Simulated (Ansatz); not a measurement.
Several settings on one geometry of HgCl2 (that of the charge 0 singlet, PBE0-D4/def2-TZVP). Ansatz on 4 threads of Arm Neoverse V2 on a shared host; times are rough.

```xyz
3

Hg    0.000   -0.001    0.001
Cl   -1.938    0.869    0.762
Cl    1.938   -0.869   -0.763
```

Totals from different functionals, basis sets or treatments of relativity can't be compared as stabilities.

In the def2 sets Hg takes a core potential; there is no spin–orbit coupling.

The spins typed aren't always the lowest for that charge.

(1) Give the basis size and estimate the energy, ⟨S²⟩ and time of these runs.

```json
{"run": "1", "method": "UKS SVWN5/def2-SVP", "charge": "0", "state": "triplet", "further keys": "scf: {omitted_lower_state_checks: [starts]}"}
{"run": "2", "method": "UKS rPW86-PBE-D4/def2-mTZVP", "charge": "1", "state": "doublet", "further keys": "scf: {omitted_lower_state_checks: [starts]}; forces asked"}
{"run": "3", "method": "RKS B97M-V/def2-SVP", "charge": "0", "state": "singlet", "further keys": "pseudopotentials: {relativity: none}; scf: {omitted_lower_state_checks: [starts]}; forces asked"}
```

Answers

(1) 
```
run  functions  energy (Eh)  ⟨S²⟩  wall time
  1         68   -1070.3226  2.00      1.9 s
  2         80   -1074.5342  0.75       25 s
  3         68   -1073.4069     –      2.3 s
```
